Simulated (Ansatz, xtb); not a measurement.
## Relative energy of two structures of BCuFGeH2In

We compare I, a singlet given by its coordinates, with II, a singlet given by its coordinates. Both are isolated molecules in the gas phase, relaxed with B3LYP-D3(BJ)/def2-SVP.

I (Å):

```xyz
7

B    -0.6874   -0.2294    1.4182
Cu   -2.2542   -0.2560   -3.0845
F    -2.6272    1.4748    0.3247
Ge   -1.3564    1.7024    1.7379
In   -1.4110   -0.2475   -0.7532
H    -1.7186   -0.8376    1.7430
H     0.3637   -0.7318    1.7363
```

Close contacts (Å): B1–Ge4 2.07, B1–In5 2.29, Cu2–In5 2.48, F3–Ge4 1.91, F3–In5 2.37, Ge4–In5 3.16, B1–H6 1.24, B1–H7 1.21.

II (Å):

| atom | x (Å) | y (Å) | z (Å) |
| --- | --- | --- | --- |
| B | -0.8787 | 0.5908 | -0.2644 |
| Cu | -0.1537 | 0.0702 | 1.7333 |
| F | -2.9412 | -1.3371 | 0.6304 |
| Ge | -1.0725 | -1.4560 | 0.0048 |
| In | -3.0062 | 0.5095 | 1.8987 |
| H | -1.7668 | 1.4370 | -0.2445 |
| H | 0.1840 | 0.9972 | -0.7048 |

Close contacts (Å): B1–Cu2 2.19, B1–Ge4 2.07, Cu2–Ge4 2.48, Cu2–In5 2.89, F3–Ge4 1.97, F3–In5 2.24, B1–H6 1.23, B1–H7 1.22.

Question: Which of the two would you expect CCSD(T)/def2-SVP + ΔMP2/def2-TZVPP electronic energies to favour?

Answer: Structure II; the calculation gives E(II) − E(I) = −92.8 kJ/mol.

How the difference moves with the method:

```json
{"level": "B3LYP-D3(BJ)/def2-SVP", "geometry": "B3LYP-D3(BJ)/def2-SVP", "E(II) − E(I) (kJ/mol)": "−105.3", "departure from the last row (kJ/mol)": "−12.5", "job, with rough time for the two": "optimisation, 83 s"}
{"level": "HF/def2-SVP", "geometry": "B3LYP-D3(BJ)/def2-SVP", "E(II) − E(I) (kJ/mol)": "−44.0", "departure from the last row (kJ/mol)": "+48.8", "job, with rough time for the two": "part of the CCSD(T) run"}
{"level": "MP2/def2-SVP", "geometry": "B3LYP-D3(BJ)/def2-SVP", "E(II) − E(I) (kJ/mol)": "−110.5", "departure from the last row (kJ/mol)": "−17.7", "job, with rough time for the two": "part of the CCSD(T) run"}
{"level": "CCSD(T)/def2-SVP", "geometry": "B3LYP-D3(BJ)/def2-SVP", "E(II) − E(I) (kJ/mol)": "−102.8", "departure from the last row (kJ/mol)": "−10.0", "job, with rough time for the two": "single point"}
{"level": "CCSD(T)/def2-SVP + ΔMP2/def2-TZVPP", "geometry": "B3LYP-D3(BJ)/def2-SVP", "E(II) − E(I) (kJ/mol)": "−92.8", "departure from the last row (kJ/mol)": "", "job, with rough time for the two": "single point, 1.9 min"}
```

None of the levels shown reverses the order. The largest departure from CCSD(T)/def2-SVP + ΔMP2/def2-TZVPP is that of HF/def2-SVP, 48.8 kJ/mol. Levels run at GFN2-xTB geometries aren't shown. The last row adds to CCSD(T) the change of the MP2 difference between the two basis sets, here +10.0 kJ/mol.

With harmonic frequencies from B3LYP-D3(BJ)/def2-SVP (ideal gas, rigid rotor, one conformer each, 298.15 K, 1 atm): on the last row, ΔE + ΔZPE = −92.4 kJ/mol. A mode under 50 cm⁻¹ makes harmonic enthalpies and free energies unreliable, so none is given.

The T1 diagnostic of structure I is large, so the coupled-cluster value is less sure. The correlated steps freeze 20 core orbitals; the filled d shell of Ge and In is correlated; the last core shell of Cu is correlated, in a basis made for valence electrons. Atoms past krypton carry core potentials in the def2 sets and no spin–orbit term is included. Codes used: Ansatz 0.2.0; the last row on 2 threads of Intel(R) Xeon(R) 6975P-C (Granite Rapids) on a shared host.
